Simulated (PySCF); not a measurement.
**Kr²⁺ (krypton, charge +2) across methods**

[Ar] 3d10 4s2 4p4, high-spin 3P determinant. All numbers are calculated (PySCF 2.14, scalar relativity by spin-free X2C-1e, in aug-cc-pVTZ-DK (7s6p4d2f, 59 functions)).

```csv
method,E (hartree),mean ε 4s β (eV),mean ε 4p α (eV),mean ε 4p β (eV),Σ⟨r²⟩ (bohr²),⟨S²⟩
UHF,-2786.84004,-50.676,-37.905,-35.148,25.82,2.008
PBE,-2788.252,-44.726,-31.855,-29.861,25.68,2.002
LDA,-2784.715,-45.135,-31.917,-29.976,25.65,2.001
M06-2X,-2788.770,-47.471,-35.031,-32.941,25.75,2.004
r2SCAN,-2788.589,-44.971,-32.470,-30.300,25.59,2.004
PBE0,-2788.315,-46.565,-33.618,-31.469,25.65,2.003
B97-3,-2788.377,-46.621,-33.606,-31.522,25.64,2.003
B3LYP,-2788.648,-46.413,-33.164,-31.195,25.70,2.002
```

(1) Estimate the same row for HSE06.

Results:

(1) E (hartree) = -2788.304; mean ε 4s β (eV) = -46.241; mean ε 4p α (eV) = -33.164; mean ε 4p β (eV) = -31.054; Σ⟨r²⟩ (bohr²) = 25.66; ⟨S²⟩ = 2.003.
